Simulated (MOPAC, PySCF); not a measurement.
Br3In, SMILES `[Br][In]([Br])[Br]`, neutral singlet in the gas phase. 

Cartesian coordinates (Å):
```xyz
4

Br    -1.3534    -2.0566     0.0746
In     0.0000     0.0000     0.0000
Br    -1.1053     2.2007    -0.0458
Br     2.4587    -0.1440    -0.0288
```
Charge 0, multiplicity 1.

All levels are single points at this geometry (r2SCAN-D4/def2-SVP); Pople sets use spherical d functions. Orbital energies aren't observables, and empty levels follow the basis.

HF/6-31G* (LANL2DZ on In) in PySCF gives HOMO (eV) = -11.76.

Question: Estimate the HOMO (eV) from each of these levels: PBE-D3(BJ)/def2-TZVP in PySCF; r2SCAN-D4/def2-TZVP in PySCF; B3LYP/LANL2DZ in PySCF; BP86/6-31G* (LANL2DZ on In) in PySCF; M06-2X/6-31G* (LANL2DZ on In) in PySCF; PBE/6-31G* (LANL2DZ on In) in PySCF; AM1 in MOPAC; PM6 in MOPAC.

Answer: 
```json
[
 {"level": "PBE-D3(BJ)/def2-TZVP in PySCF", "HOMO (eV)": "-7.44"},
 {"level": "r2SCAN-D4/def2-TZVP in PySCF", "HOMO (eV)": "-7.79"},
 {"level": "B3LYP/LANL2DZ in PySCF", "HOMO (eV)": "-8.56"},
 {"level": "BP86/6-31G* (LANL2DZ on In) in PySCF", "HOMO (eV)": "-7.57"},
 {"level": "M06-2X/6-31G* (LANL2DZ on In) in PySCF", "HOMO (eV)": "-10.03"},
 {"level": "PBE/6-31G* (LANL2DZ on In) in PySCF", "HOMO (eV)": "-7.47"},
 {"level": "AM1 in MOPAC", "HOMO (eV)": "-11.44"},
 {"level": "PM6 in MOPAC", "HOMO (eV)": "-11.39"}
]
```
